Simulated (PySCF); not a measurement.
# Hartree-Fock beside MP2: BHOSi

All numbers below are calculated, not measured. The program is PySCF 2.14.0, an open-source quantum chemistry code, run on an isolated molecule that a program drew, which may never have been made. The molecule is BHOSi (charge 0, singlet), drawn as the SMILES string `O=B[SiH]`.

The geometry was optimised and harmonic frequencies were computed with HF and MP2, all in the cc-pV(D+d)Z basis, for the commonest isotopes, with a restricted reference for singlets and an unrestricted one otherwise, and a frozen core in MP2. Each result is a local minimum of its method.

Geometry at the HF minimum:
```xyz
4
BHOSi, angstrom
O     0.4086    1.1965   -0.3515
B     1.1755    2.0563   -0.0605
Si    2.5098    3.5758    0.3440
H     2.5331    3.2324    1.8138
```

Lengths of the bonds as drawn, in Å (atoms numbered as above):
| bond | HF | MP2 |
|---|---|---|
| O1-B2 | 1.188 | 1.224 |
| B2-Si3 | 2.062 | 2.046 |
| Si3-H4 | 1.510 | 1.516 |

Rotational constants, in GHz:
```
constant,HF,MP2
A,228.7,225.9
B,4.344,4.312
C,4.263,4.232
```

Harmonic frequencies in cm^-1, each column in rising order, so a row needn't be the same motion in every method:
| rank | HF | MP2 |
|---|---|---|
| 1 | 299 | 264 |
| 2 | 310 | 280 |
| 3 | 482 | 479 |
| 4 | 813 | 758 |
| 5 | 2115 | ? |
| 6 | 2184 | 2138 |

**Estimate the missing MP2 frequency from the HF column.**

A single factor s that minimises the squared misfit of MP2 against s times HF over the other rows is sum(HF x MP2) / sum(HF^2) = 0.9716, with an rms misfit of 23 cm^-1. For rank 5 it gives 0.9716 x 2115 = 2055 cm^-1. The calculation gives 1883 cm^-1, 172 cm^-1 below the estimate. The drawn bonds are on average 0.9 % longer in MP2 than in HF.
